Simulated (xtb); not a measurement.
C2H4O2, charge +1, doublet, geometry from GFN2-xTB (a state made from the parent by changing its charge; the spin is typed, not shown lowest), atoms displaced at random by about 0.05 Å a coordinate; GFN2-xTB (xtb 6.7.1).

The xtb input:
```
$ xtb mol.xyz --gfn 2 --chrg 1 --uhf 1 --opt crude --json

# file mol.xyz
8

C     -1.44751281    -0.32261096     0.08083187
C      0.16178915     0.05659256     0.03672177
O      1.01515528    -0.58975465     0.57188533
O      0.14246716     1.06813562    -0.73605946
H     -1.87711762     0.30898166    -0.43282957
H     -1.38119065    -1.36170099    -0.30063999
H     -1.58241547    -0.20327784     1.19310161
H      1.99076964    -0.43566180     0.60845220
```

Question: Write the output that xtb gives for this input, abridged.

Answer: 
```
   ID    Z sym.   atoms
    1    6 C      1, 2
    2    8 O      3, 4
    3    1 H      5-8

           -------------------------------------------------
          |                Calculation Setup                |
           -------------------------------------------------

           -------------------------------------------------
          |                 G F N 2 - x T B                 |
           -------------------------------------------------

          ...................................................
          :                      SETUP                      :
          :.................................................:
          :  # basis functions                  20          :
          :  # atomic orbitals                  20          :
          :  # shells                           12          :
          :  # electrons                        23          :
          :  max. iterations                   250          :
          :  Hamiltonian                  GFN2-xTB          :
          :  restarted?                      false          :
          :  GBSA solvation                  false          :
          :  PC potential                    false          :
          :  electronic temp.          300.0000000     K    :
          :  accuracy                    1.0000000          :
          :  -> integral cutoff          0.2500000E+02      :
          :  -> integral neglect         0.1000000E-07      :
          :  -> SCF convergence          0.1000000E-05 Eh   :
          :  -> wf. convergence          0.1000000E-03 e    :
          :  Broyden damping             0.4000000          :
          :  net charge                          1          :
          :  unpaired electrons                  1          :
          ...................................................

 iter      E             dE          RMSdq      gap      omega  full diag
   1    -13.9878473 -0.139878E+02  0.472E+00    5.75       0.0  T
   2    -14.0148062 -0.269589E-01  0.283E+00    4.44       1.0  T
   3    -14.0158870 -0.108074E-02  0.146E+00    4.84       1.0  T
   4    -14.0183927 -0.250578E-02  0.297E-01    4.51       1.0  T
   5    -14.0188086 -0.415883E-03  0.153E-01    4.56       1.0  T
   6    -14.0188599 -0.512668E-04  0.468E-02    4.58       1.0  T
   7    -14.0188659 -0.603632E-05  0.170E-02    4.57       2.1  T
   8    -14.0188661 -0.150646E-06  0.437E-03    4.57       8.1  T
   9    -14.0188661 -0.448082E-07  0.187E-03    4.57      18.9  T
[...]
         :: total energy             -13.850797566274 Eh    ::
 * total energy  :   -13.8507976 Eh     change       -0.2143175E-10 Eh
 * total energy  :   -13.8886045 Eh     change       -0.3780692E-01 Eh
 * total energy  :   -13.8937261 Eh     change       -0.5121611E-02 Eh
 * total energy  :   -13.8944821 Eh     change       -0.7559947E-03 Eh
 * total energy  :   -13.8947814 Eh     change       -0.2992924E-03 Eh
 * total energy  :   -13.8949678 Eh     change       -0.1863767E-03 Eh
   *** GEOMETRY OPTIMIZATION CONVERGED AFTER 6 ITERATIONS ***
         :: total energy             -13.894967763360 Eh    ::
[...]
     2   6 C        2.683     0.420    19.942     7.308
     3   8 O        1.658    -0.219    17.644     5.671
     4   8 O        0.865    -0.116    16.746     5.487
     5   1 H        0.923     0.193     1.137     1.668
     6   1 H        0.924     0.211     1.045     1.599
     7   1 H        0.924     0.211     1.045     1.599
     8   1 H        0.802     0.414     0.460     1.066

 Mol. C6AA /au·bohr⁶  :        451.333062
 Mol. C8AA /au·bohr⁸  :       9954.337691
 Mol. α(0) /au        :         31.194636

Wiberg/Mayer (AO) data.
largest (>0.10) Wiberg bond orders for each atom

 ---------------------------------------------------------------------------
     #   Z sym  total        # sym  WBO       # sym  WBO       # sym  WBO
 ---------------------------------------------------------------------------
     1   6 C    3.767 --     5 H    0.930     7 H    0.882     6 H    0.882
                             2 C    0.789     4 O    0.235
     2   6 C    3.924 --     4 O    1.741     3 O    1.354     1 C    0.789
     3   8 O    2.391 --     2 C    1.354     8 H    0.792     4 O    0.196
     4   8 O    2.277 --     2 C    1.741     1 C    0.235     3 O    0.196
     5   1 H    0.963 --     1 C    0.930
     6   1 H    0.954 --     1 C    0.882
     7   1 H    0.954 --     1 C    0.882
     8   1 H    0.829 --     3 O    0.792
 ---------------------------------------------------------------------------

Topologies differ in total number of bonds
Writing topology from bond orders to xtbtopo.mol

molecular dipole:
                 x           y           z       tot (Debye)
 q only:       -0.436      -0.657       0.500
   full:       -0.224      -0.617       0.494       2.086
molecular quadrupole (traceless):
                xx          xy          yy          xz          yz          zz
 q only:        9.151       0.491      -4.804       1.238       0.431      -4.347
  q+dip:        9.843       0.649      -5.460       1.122       1.574      -4.383
   full:       10.086       0.895      -5.663       0.931       1.960      -4.424

optimized geometry written to: xtbopt.xyz

           -------------------------------------------------
          | TOTAL ENERGY              -13.894967763360 Eh   |
          | GRADIENT NORM               0.005296450841 Eh/α |
          | HOMO-LUMO GAP               5.119667906530 eV   |
           -------------------------------------------------

normal termination of xtb
```
